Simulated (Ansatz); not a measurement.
The same molecule with X = F, Cl, Br. Ansatz, PBE0-D4/def2-TZVP geometries, multiplicity 2. Each molecule was computed in one conformer, which needn't be the lowest.

Scalar relativity is left out up to krypton.

| X | molecule | mean X–Ga bond length / Å | zero-point energy (PBE0-D4/def2-TZVP) / kJ/mol | size of the dipole moment (ωB97M-V/def2-TZVPP) / D | size of the dipole moment (PBE/def2-TZVPP) / D |
| --- | --- | --- | --- | --- | --- |
| F | `[OH][Ga][F]`• | 1.759 | 38.9 | 3.38 | 3.11 |
| Cl | `[OH][Ga][Cl]`• | 2.174 | 36.9 | 0.60 | 0.47 |

**Question.** Give the row for X = Br, `[OH][Ga][Br]`•. (Best estimate.)

**Answer.** Ansatz gave: 
| X | molecule | mean X–Ga bond length / Å | zero-point energy (PBE0-D4/def2-TZVP) / kJ/mol | size of the dipole moment (ωB97M-V/def2-TZVPP) / D | size of the dipole moment (PBE/def2-TZVPP) / D |
| --- | --- | --- | --- | --- | --- |
| Br | `[OH][Ga][Br]`• | 2.313 | 36.2 | 2.96 | 2.67 |

From F to Br the mean X–Ga bond length rises at each step, by 0.554 Å in all; the zero-point energy (PBE0-D4/def2-TZVP) falls at each step, by 2.7 kJ/mol in all. Bonds lengthen as the atom grows down the group. Dipoles are sizes alone, and their direction can turn along the series.
